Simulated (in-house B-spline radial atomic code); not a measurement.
**Ta2+: [Kr] 4d10 4f14 5s2 (5p1/2)1 (5p3/2)4 5d3 6s1 (with a hole in an inner shell)**

All numbers are computed (Dirac-Hartree-Fock, average of the jj configuration; Fermi nucleus of rms radius 5.3507 fm) with a radial B-spline atomic code at the basis-set limit, not measured.

Z_r = [3n² - l(l+1)]/(2<r>); Z_e = n√(-2ε); the last column is Slater's effective charge. Values are occupation-weighted means over j. An effective charge above Z reflects the relativistic contraction of the inner shells.

```csv
shell,electrons,ε (eV),<r> (bohr),Z_r,Z_e,Slater
1s,2,-67863,0.01866,80.38,70.62,72.70
2s,2,-11813,0.07829,76.64,58.93,68.85
2p,6,-10416,0.07015,71.28,55.34,68.85
3s,2,-2783.7,0.2038,66.24,42.91,61.75
3p,6,-2355.6,0.2037,61.37,39.47,61.75
3d,10,-1823.2,0.1857,56.55,34.73,51.85
4s,2,-617,0.4591,52.27,26.94,45.25
4p,6,-472.74,0.4866,47.26,23.58,45.25
4d,10,-277.76,0.5237,40.10,18.07,33.85
5s,2,-107.07,1.108,33.84,14.03,15.70
5p,5,-68.338,1.291,28.28,11.21,15.70
4f,14,-62.758,0.6231,28.89,8.59,22.45
5d,3,-26.478,1.858,18.57,6.98,5.30
6s,1,-22.537,2.889,18.69,7.72,4.50
```

The least bound orbital is 6s1/2 at -22.54 eV, and it is also the most diffuse (<r> = 2.889 bohr). The part-filled 5p shell lies below the filled 4f shell in orbital energy.

For the 1s electron the small component carries 7.56 % of the norm, the zero-frequency Breit interaction raises the level by 232.4 eV, self-energy by 144.7 eV, and vacuum polarisation lowers it by 26.96 eV.
